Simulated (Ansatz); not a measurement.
Cost and result for the atomization energy of `[CH2]1[O][SnH2]1` (7 atoms, 7 bonds).

Charge 0, multiplicity 1. Correlated methods include outer-core shells of Sn, which these sets cover unevenly. Sn takes the def2 core potential. The geometry is a stationary point of PBE0-D4/def2-TZVP. Program: Ansatz. All runs use 2 threads of an Arm Neoverse V1 on a shared host. Times are those of one run each, without the atoms' runs, and a repeat can differ threefold. Electronic energies, without spin–orbit coupling; frozen cores. CCSD(T)/CBS adds CCSD(T) − MP2 in def2-TZVPP to the MP2 limit, and its time is that of the two runs behind it. T1 = 0.019; the RHF reference is unstable towards UHF. With those shells the extrapolation isn't a true limit. HSE06 is the plane-wave form, built on full-range PBE exchange.

CCSD(T)/CBS is a level of theory with its own doubt, some kJ/mol a heavy atom from the limit and from the frozen cores, so smaller differences don't rank the functionals.

| level | functions | wall time | atomization (kcal/mol) | difference from CCSD(T)/CBS | per bond |
| --- | --- | --- | --- | --- | --- |
| BLYP-D4/def2-TZVPP | 168 | 2 s | 513.8 | 1.7 | 0.2 |
| PBE-D4/def2-TZVPP (with forces) | 168 | 2.2 s | 523.8 | 11.7 | 1.7 |
| BHLYP-D4/def2-TZVPP | 168 | 2.4 s | 482.7 | -29.4 | -4.2 |
| HSE06-D4/def2-TZVPP | 168 | 2.7 s | 505.9 | -6.2 | -0.9 |
| CCSD(T)/def2-SVP | 74 | 3.1 s | 471.7 | -40.4 | -5.8 |
| PBE-QIDH/def2-TZVPP | 168 | 4.4 s | 498.6 | -13.5 | -1.9 |
| B2PLYP/def2-TZVPP | 168 | 5.5 s | 502.0 | -10.1 | -1.4 |
| ωB97X-V/def2-TZVPP | 168 | 7.5 s | 507.8 | -4.3 | -0.6 |
| B97M-V/def2-TZVPP | 168 | 8.5 s | 516.2 | 4.1 | 0.6 |
| ωB97M-V/def2-TZVPP (with forces) | 168 | 10 s | 506.0 | -6.1 | -0.9 |
| MP2/def2-QZVPP | 316 | 15 s | 509.7 | -2.4 | -0.3 |
| CCSD(T)/def2-TZVPP | 168 | 57 s | 495.9 | -16.2 | -2.3 |
| CCSD(T)/CBS(def2) | – | 71 s | 512.1 | 0.0 | 0.0 |

From BLYP to BHLYP (50 % exact exchange), in def2-TZVPP and without D4, the atomization energy moves by −28.6 kcal/mol: exact exchange takes away binding that semilocal exchange gives to molecules. The D4 term adds +4.4 kcal/mol with B3LYP and +2.2 kcal/mol with PBE0; it sums over pairs of atoms, weighted by their polarisabilities, and B3LYP, whose exchange is more repulsive, gets the larger term. At CCSD(T), def2-SVP lies −40.3 kcal/mol from the extrapolated value and def2-TZVPP −16.2 kcal/mol: correlation converges slowly with the basis, and small sets miss more of it in the bonded molecule than in its fragments.

B3LYP here is the variant with VWN-RPA as its local correlation; programs differ in this.

Spin–orbit coupling would lower the free Sn atoms strongly, and the atomization energy with them, by more than many differences here. For some Ge, Se and Sn compounds the MP2-based and the directly extrapolated limit differ by 10 to 25 kJ/mol.
